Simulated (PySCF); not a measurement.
All values below come from PBE0-D4/def2-TZVP // PBE0-D3(BJ)/def2-SVP (PySCF). Gas-phase values, no solvent. One relaxed conformer stands for a flexible species; it need not be the lowest. Delta-SCF ions had no search for a lower state. Excitations are Tamm–Dancoff values on a coarser integration grid. The basis has no diffuse functions, so Rydberg states are missing or too high.

Reference species (SMILES): `[CH3][GeH2][GeH2][CH3]` (C–Ge–Ge–C torsion 179°) (neutral, multiplicity 1).

| Item | Value |
|---|---|
| S1–T1 gap (TDA) | 0.71 eV |
| HOMO–LUMO gap | 7.87 eV |
| S1 oscillator strength | 0.048 |
| vertical ionisation energy (Delta-SCF) | 9.47 eV |

After one change: the S1–T1 gap (TDA) rises by 0.15 eV; the HOMO–LUMO gap drops by 1.64 eV; the S1 oscillator strength rises by 2.21; the vertical ionisation energy (Delta-SCF) falls by 1.26 eV.

Question: Which change was made? The new species is one of these.
A) `[CH3][GeH2][GeH2][GeH2][GeH2][GeH2][CH3]`
B) `[CH3][GeH2][CH3]`
C) `[CH3][GeH2][GeH2][GeH2][GeH2][GeH2][GeH2][CH3]`
D) `[CH3][GeH2][GeH2][GeH2][GeH2][CH3]`

Answer: C, `[CH3][GeH2][GeH2][GeH2][GeH2][GeH2][GeH2][CH3]`
